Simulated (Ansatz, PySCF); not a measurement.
Gas-phase reaction (SMILES): C[SiH](C)OC=O + C (CH4) + O (H2O) + 2 [SiH4] (SiH4) -> C=O (CH2O) [formaldehyde] + CO (CH4O) [methanol] + 2 C[SiH3] [methylsilane] + O[SiH3] [hydroxysilane]; bond separation energy.

Each molecule is optimised on its own at B3LYP-D3(BJ)/def2-TZVP (Ansatz, an electronic-structure program), one conformer each, not searched for the lowest. Valence correlation only, unless marked. Spin-orbit coupling is left out. No relativistic terms. CBS marks a two-point X^-3 extrapolation of the correlation energy; Hartree-Fock from the larger set. The bracket is a focal-point correction in the basis named. Thermal terms are rigid-rotor harmonic-oscillator values from B3LYP-D3(BJ) frequencies (PySCF) at 298.15 K and 1 atm. 1 Eh = 627.5095 kcal/mol.

| species | E, RI-MP2/CBS(cc-pV(T+d)Z,cc-pV(Q+d)Z)+[CCSD(T)-MP2]/cc-pV(T+d)Z (Ansatz) (Eh) | E, PBE-D3(BJ)/def2-TZVPD (Ansatz + dftd3) (Eh) | H - E (Eh) | G - E (Eh) |
|---|---|---|---|---|
| C[SiH](C)OC=O | -558.46659 | -558.80943 | 0.11622 | 0.07356 |
| C (CH4) | -40.46125 | -40.46420 | 0.04840 | 0.02728 |
| C=O (CH2O) | -114.39194 | -114.42129 | 0.03033 | 0.00552 |
| CO (CH4O) | -115.61425 | -115.63404 | 0.05533 | 0.02827 |
| C[SiH3] | -330.73641 | -331.01138 | 0.06602 | 0.03705 |
| O (H2O) | -76.37659 | -76.38147 | 0.02495 | 0.00353 |
| O[SiH3] | -366.68646 | -366.95852 | 0.04319 | 0.01395 |
| [SiH4] (SiH4) | -291.46100 | -291.72290 | 0.03520 | 0.01198 |

Work out ΔE and ΔH, ΔG, ΔS and the equilibrium constant at 298.15 K at the first level, then ΔH at the second.


1. ΔE = [(-114.39194) + (-115.61425) + 2×(-330.73641) + (-366.68646)] - [(-558.46659) + (-40.46125) + (-76.37659) + 2×(-291.46100)] = 0.06096 Eh = 38.3 kcal/mol at RI-MP2/CBS(cc-pV(T+d)Z,cc-pV(Q+d)Z)+[CCSD(T)-MP2]/cc-pV(T+d)Z.
2. The terms H - E add up to 0.00092 Eh, so ΔH = (0.06096 + (0.00092))×627.5095 = 38.8 kcal/mol.
3. The terms G - E add up to -0.00649 Eh, so ΔG = 34.2 kcal/mol, and ΔS = (0.00092 - (-0.00649))×627509.5/298.15 = 15.6 cal/(mol K).
4. log10 K = -ΔG/(RT ln 10) = -25.1, with RT ln 10 = 1.3642 kcal/mol.
5. With ΔH and ΔS taken as constant, ΔG changes sign near ΔH/ΔS = 2490 K, a rough figure that leaves out heat capacities.
6. At PBE-D3(BJ)/def2-TZVPD the same steps give ΔE = 40.3 and ΔH = 40.9 kcal/mol, a shift of +2.1 from the first level.
7. These values are not checked against measurement here, since the tables used lack a sound gas-phase enthalpy of formation for at least one species.
